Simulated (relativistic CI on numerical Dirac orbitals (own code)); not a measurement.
# Slater and spin-orbit integrals, Hg⁶²⁺

Computed by Dirac-Coulomb-Breit CI, orbitals from a KLI potential per configuration, a model potential for QED, unscaled Slater integrals (own radial code, finite nucleus).

Slater integrals F^k, G^k are unscaled and averaged over j, outside the closed core [Ne]; ζ comes from projecting the Hamiltonian with its Breit term on Σ l·s of the shell.

- 3s2.3p5.3d: ζ(3p) = 2.7092e+06, F^2(3p,3d) = 588530, G^1(3p,3d) = 613260, G^3(3p,3d) = 413160, ζ(3d) = 362520 cm⁻¹; <r>(3p) = 0.1671, <r^2>(3p) = 0.03243, <r>(3d) = 0.1491, <r^2>(3d) = 0.02565 (bohr units).
- 3s.3p6.3d: G^2(3s,3d) = 477320, ζ(3d) = 363890 cm⁻¹; <r>(3s) = 0.169, <r^2>(3s) = 0.03273, <r>(3d) = 0.1491, <r^2>(3d) = 0.02568 (bohr units).
- 3s2.3p5.4s: ζ(3p) = 2.7313e+06, G^1(3p,4s) = 80278 cm⁻¹; <r>(3p) = 0.1665, <r^2>(3p) = 0.03219, <r>(4s) = 0.3186, <r^2>(4s) = 0.1145 (bohr units).

Averages of the first 10 configurations, taken without configuration mixing, which lowers the lowest level and can move excited configurations by several eV; other configurations of the list can lie among them:

| Configuration | Parity | States | Average energy above the lowest level (eV) |
| --- | --- | --- | --- |
| 3s2.3p6 | even | 1 | 0.5 |
| 3s2.3p5.3d | odd | 60 | 518.9 |
| 3s.3p6.3d | even | 20 | 1102.0 |
| 3s2.3p5.4s | odd | 12 | 3074.6 |
| 3s2.3p5.4p | even | 36 | 3299.3 |
| 3s2.3p5.4d | odd | 60 | 3513.9 |
| 3s.3p6.4s | even | 4 | 3660.6 |
| 3s2.3p5.4f | even | 84 | 3647.0 |
| 3p6.3d2 | even | 45 | 2216.6 |
| 3p5.3d3 | odd | 720 | 2732.3 |
